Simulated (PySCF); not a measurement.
## Fine-structure interval of Sb²⁺ by level of theory

Sb²⁺ [Kr] 4d10 5s2 5p1 [5p1/2^1, M_J = 1/2] → Sb²⁺ [Kr] 4d10 5s2 5p1 [5p3/2^1, M_J = 3/2], as a difference of total energies. All numbers are calculated (PySCF 2.14, the two-component X2C-1e Hamiltonian, in x2c-TZVPPall-2c). Correlated levels: [Ar] 3d10 frozen; the 6 highest virtual spinors dropped. "Screened" scales the spin-orbit matrix elements by Boettger's factors to mimic the two-electron term; Breit and QED terms are absent.

```tsv
method	fine-structure interval (cm⁻¹)
GHF (screened spin-orbit)	7289.4
GMP2 (screened spin-orbit)	6366.2
GHF (bare spin-orbit)	7547.0
```
